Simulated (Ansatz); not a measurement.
pentafluorobenzenesulfonate, `O=S(=O)([O-])c1c(F)c(F)c(F)c(F)c1F`: single points at one geometry.

```yaml
crystal:
  periodic: [false, false, false]
  atoms:
    - {symbol: O, position_ang: [2.858596, 0.932715, -1.061365]}
    - {symbol: S, position_ang: [2.565671, -0.086134, -0.010703]}
    - {symbol: O, position_ang: [2.942368, -1.484880, -0.352955]}
    - {symbol: O, position_ang: [2.849065, 0.329142, 1.394627]}
    - {symbol: C, position_ang: [0.669933, -0.079342, -0.016537]}
    - {symbol: C, position_ang: [-0.129810, -1.195500, -0.295101]}
    - {symbol: F, position_ang: [0.383034, -2.398518, -0.589581]}
    - {symbol: C, position_ang: [-1.536236, -1.113980, -0.280942]}
    - {symbol: F, position_ang: [-2.290606, -2.198772, -0.551533]}
    - {symbol: C, position_ang: [-2.164197, 0.102247, 0.016228]}
    - {symbol: F, position_ang: [-3.507579, 0.188061, 0.031728]}
    - {symbol: C, position_ang: [-1.381121, 1.232777, 0.298211]}
    - {symbol: F, position_ang: [-1.988433, 2.402193, 0.583865]}
    - {symbol: C, position_ang: [0.018581, 1.128771, 0.278472]}
    - {symbol: F, position_ang: [0.710724, 2.241230, 0.555586]}
basis:
  gaussian: {orbitals: def2-SVP, initial_orbitals: start.molden}
total_charge: -1
hamiltonian: {xc: pbe0, dispersion: d4}
scf: {omitted_lower_state_checks: [starts]}
output: {orbitals: {seedname: orbitals}}
```

The file start.molden holds the orbitals of an earlier run on this structure, at another level or in another basis.

```sh
$ ansatz run in.yaml --threads 4 --pin off --events-out ev --progress --plain --max-ram 6963MiB
```

It prints (some lines left out):

```
Functional definition: PBE0
2068 factors; integrals over basis functions are off by at most 1.5e-3 eV
mean field evaluation 1: about -36727.0501 eV, gradient 1.2e1 eV
mean field evaluation 2: about -36727.3508 eV, gradient 3.9e-1 eV
mean field evaluation 4: about -36727.8703 eV, gradient 3.8e-3 eV
mean field -36727.87027221 eV, -1349.7243374592 hartree, gradient 2.8e-5 eV, S^2 0.000000; 0 other end points of the search recorded, 0 dependent functions left out
reference -36727.87028698 eV, -1349.7243380019 hartree; 61, 61 occupied and 153, 153 virtual orbitals, 2068 factors
Total energy: -36728.39657479 eV, -1349.7436787221 hartree
Checks for a lower state left out: starts
```

It took 6.5 s on 4 threads of Arm Neoverse V1 on a shared host, peak host memory 0.74 GiB.

First input, but with `gaussian: {orbitals: def2-SVPD, initial_orbitals: start.molden}` (abridged; 21 s):

```
Functional definition: PBE0
mean field -36730.53748413 eV, -1349.8223556892 hartree, gradient 1.8e-5 eV, S^2 0.000000
Total energy: -36731.06382310 eV, -1349.8416982896 hartree
Checks for a lower state left out: starts
```

The first input with `gaussian: {orbitals: def2-SVPD, initial_orbitals: start.molden}`, `hamiltonian: {xc: pbe, dispersion: d4}` (abridged; 11 s):

```
Functional definition: PBE
mean field -36730.75015419 eV, -1349.8301711699 hartree, gradient 2.7e-5 eV, S^2 0.000000
Total energy: -36731.36638382 eV, -1349.8528171911 hartree
Checks for a lower state left out: starts
```

The first input with `hamiltonian: {xc: pbe, dispersion: d4}`, `output: {forces: true, orbitals: {seedname: orbitals}}` (abridged; 4.8 s):

```
Functional definition: PBE
mean field -36727.73254877 eV, -1349.7192762161 hartree, gradient 1.7e-5 eV, S^2 0.000000
Total energy: -36728.34873221 eV, -1349.7419205400 hartree
Atom 0 force     0.005888     0.008703    -0.000064 eV/Å
Atom 1 force    -0.018635    -0.015811    -0.003807 eV/Å
Atom 2 force     0.005423    -0.000909    -0.000307 eV/Å
Atom 3 force     0.005751     0.007670     0.004159 eV/Å
Atom 4 force     0.015599    -0.009167    -0.002261 eV/Å
Atom 5 force    -0.013967    -0.012208    -0.003361 eV/Å
Atom 6 force     0.008596     0.008383     0.002212 eV/Å
Atom 7 force     0.000483    -0.002787    -0.000372 eV/Å
Atom 8 force    -0.004814     0.001455     0.000293 eV/Å
Atom 9 force    -0.000096     0.000101    -0.000091 eV/Å
Atom 10 force     0.001571    -0.000779    -0.000206 eV/Å
Atom 11 force     0.000613     0.002916     0.000750 eV/Å
Atom 12 force     0.001676    -0.000254     0.000026 eV/Å
Atom 13 force    -0.003360     0.021096     0.005246 eV/Å
Atom 14 force    -0.004729    -0.008408    -0.002218 eV/Å
Dipole moment:    -1.725018     0.037757     0.002319 e Å
Checks for a lower state left out: starts
```

As the first input, with `gaussian: {orbitals: def2-SVPD, initial_orbitals: start.molden}`, `correlation: {method: mp2}` and without the key `hamiltonian` (abridged; 31 s):

```
Functional definition: HF
mean field -36615.78630900 eV, -1345.6053277843 hartree, gradient 2.8e-6 eV, S^2 0.000000; unrestricted orbitals would lower it
19 core orbitals not correlated: weight in the atoms' cores, before any rotation towards them, 1.000 or more for the frozen orbitals, at most 0.000 for the correlated occupied ones
second order -67.95064640 eV of doubles, -0.00000000 eV of singles
Total energy: -36683.73695540 eV, -1348.1024679809 hartree
Checks for a lower state left out: starts
```

The first input with `hamiltonian: {xc: r2scan, dispersion: d4}`, `output: {forces: true, orbitals: {seedname: orbitals}}` (abridged; 10 s):

```
Functional definition: r2SCAN
mean field -36745.44182946 eV, -1350.3700802777 hartree, gradient 1.2e-5 eV, S^2 0.000000
Total energy: -36745.60995746 eV, -1350.3762588678 hartree
Atom 0 force    -0.153207    -0.539036     0.581563 eV/Å
Atom 1 force     0.233560     0.025791     0.007400 eV/Å
Atom 2 force    -0.215942     0.764467     0.186897 eV/Å
Atom 3 force    -0.148152    -0.207818    -0.766231 eV/Å
Atom 4 force    -0.034455    -0.018018    -0.004767 eV/Å
Atom 5 force    -0.069510    -0.057333    -0.014688 eV/Å
Atom 6 force    -0.167586     0.364972     0.089393 eV/Å
Atom 7 force    -0.003537     0.029011     0.007436 eV/Å
Atom 8 force     0.211039     0.309827     0.077218 eV/Å
Atom 9 force     0.027503    -0.006487    -0.001582 eV/Å
Atom 10 force     0.398654    -0.026052    -0.004767 eV/Å
Atom 11 force     0.002899    -0.025858    -0.006362 eV/Å
Atom 12 force     0.175102    -0.334963    -0.081731 eV/Å
Atom 13 force    -0.052713     0.072347     0.017718 eV/Å
Atom 14 force    -0.203655    -0.350850    -0.087498 eV/Å
Dipole moment:    -1.764828     0.035713     0.001659 e Å
Checks for a lower state left out: starts
```

Geometry: PBE-D4/def2-SVP.

Correlated methods freeze 19 core orbitals. At MP2/def2-SVPD the restricted singlet (for correlated methods, its reference) is unstable: a solution with broken spin symmetry lies lower.
